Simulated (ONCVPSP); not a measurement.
Which change was made? (Mg, ONCV)

ONCVPSP 4.0.1 input, shortened (lines: element, Z, core and valence counts, functional; n l f; lmax; l rc ep ncon nbas qcut; lloc lpopt rc5 dvloc0; l nproj debl; icmod fcfact rcfact), LDA (Perdew-Wang 92), scalar-relativistic:

```
  Mg 12.00    2    2  -001012      upf
    1    0    2.00
    2    0    2.00
    2    1    6.00
    3    0    1.00
    2
    0    2.45    0.00    4    8    2.50
    1    0.95    0.00    4    8   16.20
    2    2.10    0.02    4    8    5.40
    4    4    0.85    1.00
    0    2    1.10
    1    2    1.10
    2    2    0.50
    3    1.75    1.45
```

In the p channel the program set the typed energies aside and used -2.052, 0.250 Ha.

Cutoffs, loose and tight: the cutoffs (Ha) at which the residual kinetic energy of the hardest occupied pseudo-wave falls to 1 and 0.1 mHa per electron. They do not see the model core or the augmentation charge, which bear on the density cutoff. Test errors are all-electron minus pseudo excitation energies from the reference, over the configurations 2p6 3s2; 2p6 3s0; 2p6 3s1.5; 2p5 3s2; variants that change the core or the reference have their own tests. The largest error is taken over the tests solved by every variant that gives reliable tests at all, those not shown here included: 2p6 3s0; 2p6 3s1.5; 2p6 3s2.

The base gives: outcome: generated, projector energies reset by the program; cutoff, loose: 90 Ha; cutoff, tight: 104 Ha; bound ghosts: none; GHOST(+) flags above zero: s; largest test error (meV): +3.3.

**Question.** After one change the result is: outcome: generated, projector energies reset by the program; cutoff, loose: 3.2 Ha; cutoff, tight: 8.2 Ha; bound ghosts: none; GHOST(+) flags above zero: none; largest test error (meV): +5.4. Which change was it?
A. p: qcut 19.1
B. s: nproj 1
C. s: qcut 3.1; p: qcut 20.1; d: qcut 6.7
D. core [Ne], valence charge 2; reference 3s2; waves now 3s: rc 2.80 bohr, ncon 5, nbas 9, qcut 2.8 1/bohr, 2 projectors, debl 2.8 Ha; p scattering state at 0.03 Ha: rc 2.95 bohr, ncon 5, nbas 9, qcut 2.7 1/bohr, 2 projectors, debl 0.6 Ha; d scattering state at 0.05 Ha: rc 2.25 bohr, ncon 4, nbas 8, qcut 4 1/bohr, 2 projectors, debl 1.6 Ha; local potential polynomial inside 2.00 bohr (lpopt 5, dvloc0 0 Ha)

**Answer.** D. The others give: s: nproj 1 → outcome: generated, projector energies reset by the program; cutoff, loose: 90 Ha; cutoff, tight: 104 Ha; bound ghosts: s; GHOST(+) flags above zero: none; largest test error (meV): +29 | s: qcut 3.1; p: qcut 20.1; d: qcut 6.7 → outcome: generated, projector energies reset by the program; cutoff, loose: 106 Ha; cutoff, tight: 124 Ha; bound ghosts: none; GHOST(+) flags above zero: s; largest test error (meV): +13 | p: qcut 19.1 → outcome: generated, projector energies reset by the program; cutoff, loose: 105 Ha; cutoff, tight: 123 Ha; bound ghosts: none; GHOST(+) flags above zero: s; largest test error (meV): +3.2.
